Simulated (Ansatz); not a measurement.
Molecular dynamics of H11N4PZr

input.yaml

```yaml
crystal:
  periodic: [false, false, false]
  atoms:
    - { symbol: Zr, position_ang: [-0.103374, -0.018005, -0.120366] }
    - { symbol: "N", position_ang: [-0.039279, -0.223697, 2.092829] }
    - { symbol: H, position_ang: [0.273108, -1.073888, 2.536089] }
    - { symbol: H, position_ang: [0.252321, 0.546202, 2.675404] }
    - { symbol: "N", position_ang: [1.851483, 0.147883, -0.702434] }
    - { symbol: H, position_ang: [2.601606, -0.476339, -0.456584] }
    - { symbol: H, position_ang: [2.225012, 0.854392, -1.313844] }
    - { symbol: "N", position_ang: [-0.918269, 1.775231, -0.675548] }
    - { symbol: H, position_ang: [-1.896025, 1.948907, -0.835387] }
    - { symbol: H, position_ang: [-0.405866, 2.618176, -0.874439] }
    - { symbol: "N", position_ang: [-0.77056, -1.782913, -0.915419] }
    - { symbol: H, position_ang: [-1.73314, -2.073128, -0.942637] }
    - { symbol: H, position_ang: [-0.222123, -2.436662, -1.447617] }
    - { symbol: P, position_ang: [-3.012079, -0.24364, 1.345765] }
    - { symbol: H, position_ang: [-3.535973, -1.363736, 2.026229] }
    - { symbol: H, position_ang: [-3.586964, 0.768702, 2.142821] }
    - { symbol: H, position_ang: [-1.367079, -0.246184, 2.022238] }
basis:
  gaussian: { orbitals: def2-SVP }
hamiltonian:
  xc: hf
md:
  timestep: 0.5
  n_steps: 200
  ensemble: nve
  temperature: 100.0
  initial_velocities: maxwell_boltzmann
  seed: 3193
```

Launched with:

```bash
$ ansatz run input.yaml --threads 4 --pin off --max-ram 5120MiB --backend cpu --events-out ev --progress --plain --runs-dir out
```

It starts at the highest image of a converged band. Of that band: Neighbouring images differ by up to 1.4 eV, so the band resolves the path poorly. A vibrational analysis at the climbing image gives one clearly imaginary mode, 1687i cm⁻¹: a first-order saddle point.

Output, in part (one step line in 3, the closing report, with atoms numbered from 0):

```
md step     0: t =     0.00 fs  T =   100.0 K  F+E_penalty+E_count = -16633.58371566 eV  E_kin = 0.193890 eV  conserved = -16633.38982566 eV  (36 SCF iters)
md step     3: t =     1.50 fs  T =    85.6 K  F+E_penalty+E_count = -16633.55515868 eV  E_kin = 0.165957 eV  conserved = -16633.38920207 eV  (27 SCF iters)
md step     6: t =     3.00 fs  T =    74.2 K  F+E_penalty+E_count = -16633.53300823 eV  E_kin = 0.143928 eV  conserved = -16633.38908040 eV  (27 SCF iters)
md step     9: t =     4.50 fs  T =    74.4 K  F+E_penalty+E_count = -16633.53378827 eV  E_kin = 0.144227 eV  conserved = -16633.38956093 eV  (36 SCF iters)
md step    12: t =     6.00 fs  T =    63.3 K  F+E_penalty+E_count = -16633.51187928 eV  E_kin = 0.122805 eV  conserved = -16633.38907387 eV  (28 SCF iters)
md step    15: t =     7.50 fs  T =    64.7 K  F+E_penalty+E_count = -16633.51456893 eV  E_kin = 0.125406 eV  conserved = -16633.38916304 eV  (28 SCF iters)
md step    18: t =     9.00 fs  T =    74.7 K  F+E_penalty+E_count = -16633.53430320 eV  E_kin = 0.144834 eV  conserved = -16633.38946870 eV  (36 SCF iters)
md step    21: t =    10.50 fs  T =    80.4 K  F+E_penalty+E_count = -16633.54467513 eV  E_kin = 0.155894 eV  conserved = -16633.38878110 eV  (36 SCF iters)
md step    24: t =    12.00 fs  T =   117.9 K  F+E_penalty+E_count = -16633.61754547 eV  E_kin = 0.228577 eV  conserved = -16633.38896841 eV  (36 SCF iters)
md step    27: t =    13.50 fs  T =   178.9 K  F+E_penalty+E_count = -16633.73663105 eV  E_kin = 0.346854 eV  conserved = -16633.38977740 eV  (36 SCF iters)
md step    30: t =    15.00 fs  T =   216.3 K  F+E_penalty+E_count = -16633.81034659 eV  E_kin = 0.419376 eV  conserved = -16633.39097078 eV  (35 SCF iters)
md step    33: t =    16.50 fs  T =   172.8 K  F+E_penalty+E_count = -16633.72619327 eV  E_kin = 0.335005 eV  conserved = -16633.39118848 eV  (34 SCF iters)
md step    36: t =    18.00 fs  T =   101.7 K  F+E_penalty+E_count = -16633.58437192 eV  E_kin = 0.197105 eV  conserved = -16633.38726728 eV  (36 SCF iters)
md step    39: t =    19.50 fs  T =   198.7 K  F+E_penalty+E_count = -16633.77586182 eV  E_kin = 0.385209 eV  conserved = -16633.39065263 eV  (36 SCF iters)
md step    42: t =    21.00 fs  T =   294.0 K  F+E_penalty+E_count = -16633.96196935 eV  E_kin = 0.570019 eV  conserved = -16633.39195004 eV  (35 SCF iters)
md step    45: t =    22.50 fs  T =   263.9 K  F+E_penalty+E_count = -16633.90161140 eV  E_kin = 0.511670 eV  conserved = -16633.38994152 eV  (35 SCF iters)
md step    48: t =    24.00 fs  T =   214.8 K  F+E_penalty+E_count = -16633.80497757 eV  E_kin = 0.416500 eV  conserved = -16633.38847774 eV  (36 SCF iters)
md step    51: t =    25.50 fs  T =   240.9 K  F+E_penalty+E_count = -16633.85600928 eV  E_kin = 0.467096 eV  conserved = -16633.38891283 eV  (36 SCF iters)
md step    54: t =    27.00 fs  T =   325.8 K  F+E_penalty+E_count = -16634.02112797 eV  E_kin = 0.631759 eV  conserved = -16633.38936913 eV  (35 SCF iters)
md step    57: t =    28.50 fs  T =   429.2 K  F+E_penalty+E_count = -16634.22324226 eV  E_kin = 0.832263 eV  conserved = -16633.39097929 eV  (35 SCF iters)
md step    60: t =    30.00 fs  T =   448.7 K  F+E_penalty+E_count = -16634.26276892 eV  E_kin = 0.869971 eV  conserved = -16633.39279753 eV  (35 SCF iters)
md step    63: t =    31.50 fs  T =   346.3 K  F+E_penalty+E_count = -16634.05889065 eV  E_kin = 0.671414 eV  conserved = -16633.38747615 eV  (36 SCF iters)
md step    66: t =    33.00 fs  T =   408.9 K  F+E_penalty+E_count = -16634.18244362 eV  E_kin = 0.792784 eV  conserved = -16633.38965995 eV  (36 SCF iters)
md step    69: t =    34.50 fs  T =   533.3 K  F+E_penalty+E_count = -16634.42708379 eV  E_kin = 1.034029 eV  conserved = -16633.39305454 eV  (35 SCF iters)
md step    72: t =    36.00 fs  T =   492.6 K  F+E_penalty+E_count = -16634.34532823 eV  E_kin = 0.955093 eV  conserved = -16633.39023549 eV  (35 SCF iters)
md step    75: t =    37.50 fs  T =   420.6 K  F+E_penalty+E_count = -16634.20391480 eV  E_kin = 0.815415 eV  conserved = -16633.38849980 eV  (35 SCF iters)
md step    78: t =    39.00 fs  T =   435.1 K  F+E_penalty+E_count = -16634.23264819 eV  E_kin = 0.843686 eV  conserved = -16633.38896189 eV  (36 SCF iters)
md step    81: t =    40.50 fs  T =   518.8 K  F+E_penalty+E_count = -16634.39540164 eV  E_kin = 1.005817 eV  conserved = -16633.38958430 eV  (36 SCF iters)
md step    84: t =    42.00 fs  T =   615.5 K  F+E_penalty+E_count = -16634.58489129 eV  E_kin = 1.193325 eV  conserved = -16633.39156643 eV  (35 SCF iters)
md step    87: t =    43.50 fs  T =   606.0 K  F+E_penalty+E_count = -16634.56667320 eV  E_kin = 1.174935 eV  conserved = -16633.39173781 eV  (35 SCF iters)
md step    90: t =    45.00 fs  T =   520.2 K  F+E_penalty+E_count = -16634.39585933 eV  E_kin = 1.008672 eV  conserved = -16633.38718739 eV  (35 SCF iters)
md step    93: t =    46.50 fs  T =   583.7 K  F+E_penalty+E_count = -16634.52219488 eV  E_kin = 1.131787 eV  conserved = -16633.39040808 eV  (39 SCF iters)
md step    96: t =    48.00 fs  T =   645.3 K  F+E_penalty+E_count = -16634.64321771 eV  E_kin = 1.251262 eV  conserved = -16633.39195617 eV  (39 SCF iters)
md step    99: t =    49.50 fs  T =   587.6 K  F+E_penalty+E_count = -16634.52883572 eV  E_kin = 1.139213 eV  conserved = -16633.38962318 eV  (39 SCF iters)
md step   102: t =    51.00 fs  T =   534.2 K  F+E_penalty+E_count = -16634.42450979 eV  E_kin = 1.035732 eV  conserved = -16633.38877770 eV  (39 SCF iters)
md step   105: t =    52.50 fs  T =   551.5 K  F+E_penalty+E_count = -16634.45837356 eV  E_kin = 1.069294 eV  conserved = -16633.38907962 eV  (38 SCF iters)
md step   108: t =    54.00 fs  T =   626.8 K  F+E_penalty+E_count = -16634.60479394 eV  E_kin = 1.215229 eV  conserved = -16633.38956492 eV  (39 SCF iters)
md step   111: t =    55.50 fs  T =   712.3 K  F+E_penalty+E_count = -16634.77305045 eV  E_kin = 1.381099 eV  conserved = -16633.39195135 eV  (39 SCF iters)
md step   114: t =    57.00 fs  T =   673.6 K  F+E_penalty+E_count = -16634.69787559 eV  E_kin = 1.306063 eV  conserved = -16633.39181248 eV  (38 SCF iters)
md step   117: t =    58.50 fs  T =   568.5 K  F+E_penalty+E_count = -16634.48915710 eV  E_kin = 1.102226 eV  conserved = -16633.38693067 eV  (35 SCF iters)
md step   120: t =    60.00 fs  T =   637.6 K  F+E_penalty+E_count = -16634.62736966 eV  E_kin = 1.236189 eV  conserved = -16633.39118087 eV  (35 SCF iters)
md step   123: t =    61.50 fs  T =   675.1 K  F+E_penalty+E_count = -16634.70108760 eV  E_kin = 1.308869 eV  conserved = -16633.39221850 eV  (35 SCF iters)
md step   126: t =    63.00 fs  T =   578.3 K  F+E_penalty+E_count = -16634.51079390 eV  E_kin = 1.121253 eV  conserved = -16633.38954103 eV  (37 SCF iters)
md step   129: t =    64.50 fs  T =   493.9 K  F+E_penalty+E_count = -16634.34642888 eV  E_kin = 0.957689 eV  conserved = -16633.38873972 eV  (36 SCF iters)
md step   132: t =    66.00 fs  T =   487.5 K  F+E_penalty+E_count = -16634.33411176 eV  E_kin = 0.945271 eV  conserved = -16633.38884114 eV  (36 SCF iters)
md step   135: t =    67.50 fs  T =   552.5 K  F+E_penalty+E_count = -16634.46080271 eV  E_kin = 1.071301 eV  conserved = -16633.38950162 eV  (36 SCF iters)
md step   138: t =    69.00 fs  T =   628.1 K  F+E_penalty+E_count = -16634.60981222 eV  E_kin = 1.217884 eV  conserved = -16633.39192824 eV  (36 SCF iters)
md step   141: t =    70.50 fs  T =   580.2 K  F+E_penalty+E_count = -16634.51608313 eV  E_kin = 1.125001 eV  conserved = -16633.39108200 eV  (36 SCF iters)
md step   144: t =    72.00 fs  T =   489.2 K  F+E_penalty+E_count = -16634.33569755 eV  E_kin = 0.948474 eV  conserved = -16633.38722391 eV  (36 SCF iters)
md step   147: t =    73.50 fs  T =   544.4 K  F+E_penalty+E_count = -16634.44647816 eV  E_kin = 1.055460 eV  conserved = -16633.39101816 eV  (37 SCF iters)
md step   150: t =    75.00 fs  T =   562.6 K  F+E_penalty+E_count = -16634.48232542 eV  E_kin = 1.090898 eV  conserved = -16633.39142722 eV  (35 SCF iters)
md step   153: t =    76.50 fs  T =   485.6 K  F+E_penalty+E_count = -16634.33087254 eV  E_kin = 0.941509 eV  conserved = -16633.38936374 eV  (36 SCF iters)
md step   156: t =    78.00 fs  T =   428.4 K  F+E_penalty+E_count = -16634.21949642 eV  E_kin = 0.830595 eV  conserved = -16633.38890107 eV  (36 SCF iters)
md step   159: t =    79.50 fs  T =   436.9 K  F+E_penalty+E_count = -16634.23577319 eV  E_kin = 0.847056 eV  conserved = -16633.38871714 eV  (35 SCF iters)
md step   162: t =    81.00 fs  T =   517.1 K  F+E_penalty+E_count = -16634.39236279 eV  E_kin = 1.002644 eV  conserved = -16633.38971834 eV  (36 SCF iters)
md step   165: t =    82.50 fs  T =   594.9 K  F+E_penalty+E_count = -16634.54556566 eV  E_kin = 1.153432 eV  conserved = -16633.39213337 eV  (35 SCF iters)
md step   168: t =    84.00 fs  T =   537.6 K  F+E_penalty+E_count = -16634.43356983 eV  E_kin = 1.042383 eV  conserved = -16633.39118724 eV  (37 SCF iters)
md step   171: t =    85.50 fs  T =   444.9 K  F+E_penalty+E_count = -16634.24970834 eV  E_kin = 0.862643 eV  conserved = -16633.38706514 eV  (36 SCF iters)
md step   174: t =    87.00 fs  T =   525.4 K  F+E_penalty+E_count = -16634.40983499 eV  E_kin = 1.018727 eV  conserved = -16633.39110776 eV  (35 SCF iters)
md step   177: t =    88.50 fs  T =   579.2 K  F+E_penalty+E_count = -16634.51461997 eV  E_kin = 1.122980 eV  conserved = -16633.39163979 eV  (35 SCF iters)
md step   180: t =    90.00 fs  T =   526.3 K  F+E_penalty+E_count = -16634.41015046 eV  E_kin = 1.020439 eV  conserved = -16633.38971152 eV  (35 SCF iters)
md step   183: t =    91.50 fs  T =   472.5 K  F+E_penalty+E_count = -16634.30492823 eV  E_kin = 0.916040 eV  conserved = -16633.38888855 eV  (35 SCF iters)
md step   186: t =    93.00 fs  T =   481.8 K  F+E_penalty+E_count = -16634.32276564 eV  E_kin = 0.934192 eV  conserved = -16633.38857364 eV  (35 SCF iters)
md step   189: t =    94.50 fs  T =   568.7 K  F+E_penalty+E_count = -16634.49242731 eV  E_kin = 1.102634 eV  conserved = -16633.38979311 eV  (35 SCF iters)
md step   192: t =    96.00 fs  T =   648.1 K  F+E_penalty+E_count = -16634.64857033 eV  E_kin = 1.256555 eV  conserved = -16633.39201547 eV  (34 SCF iters)
md step   195: t =    97.50 fs  T =   599.6 K  F+E_penalty+E_count = -16634.55350020 eV  E_kin = 1.162658 eV  conserved = -16633.39084205 eV  (34 SCF iters)
md step   198: t =    99.00 fs  T =   528.8 K  F+E_penalty+E_count = -16634.41270870 eV  E_kin = 1.025252 eV  conserved = -16633.38745657 eV  (33 SCF iters)
md step   200: t =   100.00 fs  T =   571.4 K  F+E_penalty+E_count = -16634.49769092 eV  E_kin = 1.107947 eV  conserved = -16633.38974348 eV  (36 SCF iters)
Total energy: -16634.49769092 eV, -611.3065148737 hartree
Atom 0 at     0.112150    -0.039997    -0.056557 Å, force     0.069132     0.379168    -1.619420 eV/Å
Atom 1 at     0.825269    -0.269115     1.819223 Å, force     0.028185     0.117079     0.944528 eV/Å
Atom 2 at     0.662039    -1.020299     2.459714 Å, force     0.055303    -0.279410     0.111030 eV/Å
Atom 3 at     1.226505     0.482528     2.350688 Å, force     0.042071     0.136594     0.102578 eV/Å
Atom 4 at     1.839343     0.254113    -1.159209 Å, force     0.204428    -0.056408    -0.022402 eV/Å
Atom 5 at     2.779209     0.352020    -0.786496 Å, force    -0.479875    -0.122976    -0.274512 eV/Å
Atom 6 at     1.885169     0.225189    -2.171555 Å, force     0.050396     0.143423     0.384140 eV/Å
Atom 7 at    -1.059318     1.644122    -0.451058 Å, force     0.420767     0.122534     0.008862 eV/Å
Atom 8 at    -2.035420     1.854793    -0.535843 Å, force    -0.006764    -0.067722     0.081959 eV/Å
Atom 9 at    -0.551663     2.452969    -0.782624 Å, force    -0.133728    -0.046960     0.073623 eV/Å
Atom 10 at    -0.822668    -1.712508    -0.808382 Å, force     0.077969    -0.072571     0.308110 eV/Å
Atom 11 at    -1.720108    -2.092987    -0.590909 Å, force    -0.313658    -0.064292     0.044780 eV/Å
Atom 12 at    -0.375173    -2.356230    -1.430597 Å, force     0.157528    -0.144599    -0.198611 eV/Å
Atom 13 at    -3.832223    -0.188114     1.476804 Å, force     3.303908    -0.292847    -0.243778 eV/Å
Atom 14 at    -3.786275    -1.319575     0.606631 Å, force    -0.457186     0.374144     0.149674 eV/Å
Atom 15 at    -3.830161     0.805368     0.495714 Å, force     0.300069     0.108410    -0.368758 eV/Å
Atom 16 at    -5.113245    -0.034773     1.658775 Å, force    -3.318546    -0.233568     0.518197 eV/Å
Dipole moment:    -0.215982    -0.077823    -0.012065 e Å
```

All steps were run. The conserved energy stayed within 0.19 meV per atom of its start (net change 0.0049 meV per atom), so the integration is sound. The kinetic energy rose, since the run started high on the potential surface and went downhill. It ends in pieces (H3P + H8N4Zr), so much of that is their flight and rotation, not heat. A run of 0.1 ps of so small a system gives no equilibrium averages. The orbitals stay closed-shell, which can raise the energy where a bond breaks towards radicals; this wasn't checked here.

Between its relaxed ends the band would form Zr1–P14, N2–H17 and break P14–H17. These pairs go: Zr1–P14 3.27 → 4.23 Å, N2–H17 1.33 → 5.95 Å, P14–H17 1.78 → 1.30 Å. In the last frame they stand as before the step (other bonds may differ from the relaxed reactants and products). Also parted: Zr1–H17 2.50 → 5.50 Å. It ends as H3P + H8N4Zr. Pairs count as bonded within 1.25 times the sum of covalent radii (0.12 Å more for H–H).

Last frame:

```xyz
17
Properties=species:S:1:pos:R:3
Zr 0.112 -0.040 -0.057
N 0.825 -0.269 1.819
H 0.662 -1.020 2.460
H 1.226 0.482 2.351
N 1.839 0.254 -1.159
H 2.779 0.352 -0.786
H 1.885 0.225 -2.172
N -1.059 1.644 -0.451
H -2.035 1.855 -0.536
H -0.552 2.453 -0.783
N -0.823 -1.712 -0.808
H -1.720 -2.093 -0.591
H -0.375 -2.356 -1.431
P -3.832 -0.188 1.477
H -3.786 -1.320 0.607
H -3.830 0.805 0.496
H -5.113 -0.035 1.659
```

Time of the run: 6.1 min on 4 threads of Arm Neoverse V2, with other jobs on the host, peak memory 0.49 GiB.
